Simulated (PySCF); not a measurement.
2-chlorobuta-1,3-diene (C₄H₅Cl), SMILES C(Cl)(=C)C=C.

Geometry: B3LYP-D3(BJ)/def2-SVP. Other conformers were not sampled.

Two levels are set side by side: PBE/def2-TZVP (PySCF) and ωB97X/def2-TZVP (PySCF). Same geometry, gas phase. Differences are taken from unrounded values.

```tsv
quantity	ωB97X	PBE	PBE minus ωB97X
orbital gap (eV)	10.07	3.82	-6.25
highest occupied level (eV)	-9.26	-6.03	3.23
lowest empty level (eV)	0.81	-2.21	-3.02
dipole moment (D)	1.53	1.40	-0.13
mean polarisability (bohr³)	63.1	65.0	1.9
```

Without exact exchange PBE keeps part of each electron's self-repulsion, which lifts occupied levels and narrows the gap. Loosely held outer electrons make PBE densities more polarisable. Differences between two approximate levels are no errors against the true value.

Rough cost on one machine, each run with all the roots and properties that it gave: ωB97X against PBE within a factor of 2.
